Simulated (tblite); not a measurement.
A geometry optimisation, step by step.

C₄H₆Br (doublet state).
Atom-mapped SMILES: `[Br:1][CH:2]1[CH2:3][CH:4][CH2:5]1` (hydrogens: H6 on C2; H7, H8 on C3; H9 on C4; H10, H11 on C5)

Computed with GFN2-xTB (tblite), gas phase: L-BFGS steps from a force-field or distance-geometry start until the largest atomic force falls under 0.01 eV/Å. 14 of its 46 geometries are shown.

Step 0: E = -424.5229 eV, largest atomic force 1.535 eV/Å
```
atom  x, y, z in Å  |  force x, y, z in eV/Å
Br1    -1.959    1.707    0.260   -0.336   0.310  -0.039
C2     -0.582    0.561   -0.438    0.650  -0.591   1.149
C3      0.810    0.676    0.244    0.516   1.177  -0.840
C4      0.850   -0.776    0.280    0.899  -1.142   0.109
C5     -0.595   -0.900    0.075   -0.703  -0.786  -1.015
H6     -0.530    0.629   -1.526   -0.127   0.097   0.218
H7      0.825    1.136    1.233   -0.239   0.215  -0.058
H8      1.581    1.140   -0.380    0.099   0.276   0.153
H9      1.634   -1.434   -0.085   -0.310   0.247   0.225
H10    -1.149   -1.096    0.998   -0.190   0.242  -0.163
H11    -0.879   -1.640   -0.688   -0.258  -0.044   0.261
```

Step 3: E = -424.6646 eV, largest atomic force 0.318 eV/Å
```
atom  x, y, z in Å  |  force x, y, z in eV/Å
Br1    -1.979    1.725    0.257    0.049  -0.042  -0.033
C2     -0.551    0.531   -0.399   -0.237   0.174  -0.094
C3      0.834    0.695    0.223    0.180  -0.235   0.117
C4      0.863   -0.796    0.290    0.133   0.007  -0.078
C5     -0.601   -0.930    0.050    0.181  -0.047   0.079
H6     -0.541    0.635   -1.486   -0.041   0.032   0.130
H7      0.810    1.151    1.218   -0.016   0.127  -0.124
H8      1.603    1.174   -0.383   -0.001   0.123   0.058
H9      1.638   -1.439   -0.080    0.040  -0.049   0.046
H10    -1.161   -1.080    0.977   -0.132   0.012  -0.101
H11    -0.909   -1.663   -0.692   -0.155  -0.102   0.001
```

Step 7: E = -424.6760 eV, largest atomic force 0.104 eV/Å
```
atom  x, y, z in Å  |  force x, y, z in eV/Å
Br1    -1.976    1.723    0.255    0.009  -0.014   0.040
C2     -0.556    0.534   -0.393    0.077  -0.064  -0.027
C3      0.843    0.686    0.224   -0.049   0.048  -0.029
C4      0.873   -0.801    0.284   -0.030  -0.001  -0.022
C5     -0.592   -0.936    0.049   -0.042   0.017  -0.025
H6     -0.547    0.641   -1.476   -0.015   0.027  -0.023
H7      0.808    1.166    1.206    0.015   0.012   0.011
H8      1.605    1.188   -0.376   -0.007   0.006   0.010
H9      1.648   -1.449   -0.075    0.044  -0.040   0.040
H10    -1.175   -1.078    0.964   -0.003  -0.010  -0.004
H11    -0.925   -1.672   -0.687    0.001   0.018   0.028
```

Step 10: E = -424.6771 eV, largest atomic force 0.060 eV/Å
```
atom  x, y, z in Å  |  force x, y, z in eV/Å
Br1    -1.974    1.720    0.259    0.005  -0.010   0.032
C2     -0.553    0.532   -0.396   -0.031   0.025  -0.013
C3      0.841    0.687    0.223    0.029  -0.016  -0.001
C4      0.873   -0.802    0.280    0.003   0.011   0.001
C5     -0.593   -0.935    0.048    0.015  -0.015  -0.005
H6     -0.549    0.645   -1.478   -0.001   0.007  -0.017
H7      0.809    1.169    1.205   -0.009  -0.018  -0.005
H8      1.604    1.191   -0.374    0.010   0.012  -0.023
H9      1.652   -1.453   -0.069   -0.021   0.011   0.055
H10    -1.177   -1.079    0.962    0.013   0.013   0.004
H11    -0.928   -1.672   -0.685   -0.013  -0.020  -0.030
```

Step 14: E = -424.6788 eV, largest atomic force 0.047 eV/Å
```
atom  x, y, z in Å  |  force x, y, z in eV/Å
Br1    -1.968    1.711    0.280   -0.003   0.000  -0.004
C2     -0.553    0.533   -0.405   -0.015   0.022   0.036
C3      0.843    0.688    0.216   -0.033   0.001  -0.027
C4      0.871   -0.800    0.275    0.006  -0.015   0.016
C5     -0.593   -0.937    0.040    0.002   0.034  -0.021
H6     -0.554    0.654   -1.487   -0.011  -0.006   0.045
H7      0.809    1.167    1.201   -0.007  -0.018  -0.035
H8      1.605    1.198   -0.379   -0.015  -0.037  -0.003
H9      1.656   -1.460   -0.036    0.020  -0.020   0.023
H10    -1.175   -1.075    0.958    0.021   0.010  -0.035
H11    -0.935   -1.676   -0.689    0.035   0.029   0.006
```

Step 17: E = -424.6798 eV, largest atomic force 0.047 eV/Å
```
atom  x, y, z in Å  |  force x, y, z in eV/Å
Br1    -1.966    1.706    0.293   -0.027   0.025  -0.003
C2     -0.556    0.537   -0.406    0.026  -0.034  -0.003
C3      0.842    0.687    0.209    0.007  -0.002   0.012
C4      0.871   -0.800    0.273   -0.002   0.002  -0.013
C5     -0.592   -0.934    0.033    0.001  -0.006   0.014
H6     -0.560    0.660   -1.487   -0.030   0.016   0.010
H7      0.807    1.163    1.194    0.009   0.023   0.012
H8      1.604    1.197   -0.383   -0.004  -0.023  -0.026
H9      1.660   -1.467   -0.011    0.012  -0.014   0.015
H10    -1.171   -1.071    0.952   -0.019  -0.014   0.003
H11    -0.934   -1.675   -0.693    0.029   0.029  -0.022
```

Step 21: E = -424.6811 eV, largest atomic force 0.055 eV/Å
```
atom  x, y, z in Å  |  force x, y, z in eV/Å
Br1    -1.969    1.706    0.306    0.024  -0.017  -0.008
C2     -0.557    0.537   -0.405   -0.034   0.041   0.013
C3      0.842    0.686    0.205    0.013   0.006   0.001
C4      0.873   -0.801    0.269    0.005   0.000   0.028
C5     -0.590   -0.933    0.029   -0.003  -0.013   0.001
H6     -0.574    0.670   -1.485   -0.001  -0.001  -0.010
H7      0.809    1.165    1.188    0.041   0.019  -0.007
H8      1.602    1.190   -0.396    0.010   0.010  -0.007
H9      1.667   -1.476    0.022   -0.026   0.022   0.011
H10    -1.172   -1.073    0.945   -0.017  -0.046   0.001
H11    -0.926   -1.668   -0.704   -0.011  -0.022  -0.024
```

Step 24: E = -424.6822 eV, largest atomic force 0.074 eV/Å
```
atom  x, y, z in Å  |  force x, y, z in eV/Å
Br1    -1.967    1.703    0.320    0.009  -0.002   0.017
C2     -0.562    0.542   -0.404    0.042  -0.054   0.002
C3      0.845    0.686    0.199   -0.045   0.020  -0.028
C4      0.873   -0.800    0.271   -0.051   0.019   0.028
C5     -0.589   -0.935    0.024   -0.027   0.037  -0.030
H6     -0.588    0.680   -1.484    0.024  -0.019   0.049
H7      0.820    1.171    1.181    0.043   0.010  -0.034
H8      1.602    1.186   -0.410   -0.008  -0.003   0.015
H9      1.670   -1.483    0.060   -0.012   0.015   0.001
H10    -1.176   -1.083    0.938    0.014  -0.041  -0.060
H11    -0.921   -1.664   -0.720    0.011   0.018   0.041
```

Step 28: E = -424.6853 eV, largest atomic force 0.058 eV/Å
```
atom  x, y, z in Å  |  force x, y, z in eV/Å
Br1    -1.962    1.696    0.358   -0.010   0.010   0.056
C2     -0.569    0.547   -0.397   -0.004   0.003  -0.002
C3      0.846    0.689    0.183    0.018  -0.016   0.020
C4      0.864   -0.794    0.283    0.026  -0.013  -0.012
C5     -0.590   -0.933    0.008    0.021  -0.019   0.014
H6     -0.619    0.702   -1.473    0.047  -0.018  -0.020
H7      0.860    1.194    1.155   -0.025   0.030  -0.008
H8      1.599    1.170   -0.448   -0.025  -0.018  -0.023
H9      1.667   -1.492    0.157   -0.024   0.022  -0.004
H10    -1.189   -1.125    0.905   -0.036   0.021  -0.017
H11    -0.901   -1.650   -0.757    0.011  -0.002  -0.005
```

Step 31: E = -424.6864 eV, largest atomic force 0.081 eV/Å
```
atom  x, y, z in Å  |  force x, y, z in eV/Å
Br1    -1.961    1.693    0.392    0.061  -0.053  -0.009
C2     -0.572    0.549   -0.394   -0.028   0.042   0.021
C3      0.847    0.688    0.175    0.001   0.018  -0.003
C4      0.862   -0.792    0.287   -0.030   0.027   0.029
C5     -0.588   -0.934    0.000   -0.016  -0.006  -0.004
H6     -0.628    0.711   -1.469    0.000   0.013  -0.004
H7      0.876    1.210    1.138   -0.021   0.016   0.012
H8      1.593    1.157   -0.473    0.005  -0.005  -0.022
H9      1.663   -1.494    0.212    0.052  -0.041  -0.016
H10    -1.200   -1.143    0.883   -0.032   0.022   0.032
H11    -0.887   -1.641   -0.778    0.008  -0.032  -0.037
```

Step 35: E = -424.6873 eV, largest atomic force 0.040 eV/Å
```
atom  x, y, z in Å  |  force x, y, z in eV/Å
Br1    -1.951    1.683    0.412   -0.006   0.002   0.007
C2     -0.575    0.551   -0.393    0.020  -0.030  -0.017
C3      0.847    0.689    0.171   -0.002  -0.011  -0.001
C4      0.860   -0.791    0.291   -0.015   0.004   0.022
C5     -0.589   -0.935   -0.005    0.005   0.002   0.001
H6     -0.632    0.718   -1.467   -0.021   0.018   0.004
H7      0.881    1.219    1.129   -0.001   0.001  -0.012
H8      1.589    1.151   -0.488    0.002  -0.010   0.010
H9      1.663   -1.496    0.241   -0.003   0.004  -0.012
H10    -1.210   -1.146    0.874    0.005   0.009  -0.019
H11    -0.879   -1.641   -0.790    0.015   0.010   0.017
```

Step 38: E = -424.6876 eV, largest atomic force 0.035 eV/Å
```
atom  x, y, z in Å  |  force x, y, z in eV/Å
Br1    -1.948    1.679    0.422   -0.013   0.004   0.012
C2     -0.574    0.550   -0.392   -0.017   0.030  -0.006
C3      0.848    0.689    0.169    0.007  -0.001  -0.002
C4      0.857   -0.791    0.300    0.014  -0.005   0.026
C5     -0.589   -0.936   -0.007    0.009  -0.003   0.001
H6     -0.638    0.724   -1.464   -0.013   0.007  -0.029
H7      0.886    1.228    1.122    0.002  -0.001  -0.005
H8      1.587    1.143   -0.497    0.018  -0.005   0.010
H9      1.661   -1.495    0.254    0.001  -0.004  -0.008
H10    -1.216   -1.151    0.864   -0.006  -0.002   0.003
H11    -0.869   -1.638   -0.798    0.000  -0.020  -0.002
```

Step 42: E = -424.6880 eV, largest atomic force 0.023 eV/Å
```
atom  x, y, z in Å  |  force x, y, z in eV/Å
Br1    -1.946    1.676    0.432   -0.006   0.001   0.005
C2     -0.575    0.551   -0.394    0.003  -0.006   0.002
C3      0.848    0.688    0.167   -0.003   0.007  -0.002
C4      0.856   -0.790    0.311   -0.013   0.011  -0.015
C5     -0.588   -0.936   -0.009   -0.008   0.006  -0.003
H6     -0.645    0.731   -1.465    0.002  -0.008   0.009
H7      0.889    1.234    1.116   -0.003   0.008   0.003
H8      1.590    1.135   -0.501    0.015  -0.008   0.000
H9      1.659   -1.495    0.261    0.007  -0.007  -0.003
H10    -1.223   -1.153    0.857   -0.003   0.000  -0.004
H11    -0.861   -1.639   -0.801    0.008  -0.003   0.006
```

Step 45: E = -424.6880 eV, largest atomic force 0.005 eV/Å
```
atom  x, y, z in Å  |  force x, y, z in eV/Å
Br1    -1.947    1.677    0.429    0.000  -0.001   0.000
C2     -0.574    0.551   -0.394    0.000  -0.003   0.001
C3      0.848    0.689    0.169    0.000   0.000   0.000
C4      0.856   -0.790    0.311   -0.002   0.001   0.000
C5     -0.588   -0.935   -0.007   -0.001  -0.001   0.001
H6     -0.643    0.728   -1.465    0.000  -0.001   0.001
H7      0.886    1.235    1.118    0.000   0.001  -0.003
H8      1.593    1.134   -0.497    0.000  -0.001   0.002
H9      1.659   -1.494    0.248    0.000   0.000   0.000
H10    -1.224   -1.150    0.859    0.002   0.000  -0.001
H11    -0.860   -1.642   -0.797    0.001   0.005   0.000
```

Task: Summarise the path.

Result: The energy falls by 0.1651 eV from step 0 to step 45; nine tenths of that is first reached at step 5. It falls at every step. The largest force goes from 1.535 to 0.005 eV/Å. Among the bonds Br1–C2 changes most, from 1.923 to 1.957 Å; the atoms move by 0.157 Å rms after alignment.

What follows is the cost of the whole relaxation. Time: 0.16 s wall. Hardware: an Arm Neoverse V2 with one thread, shared host.
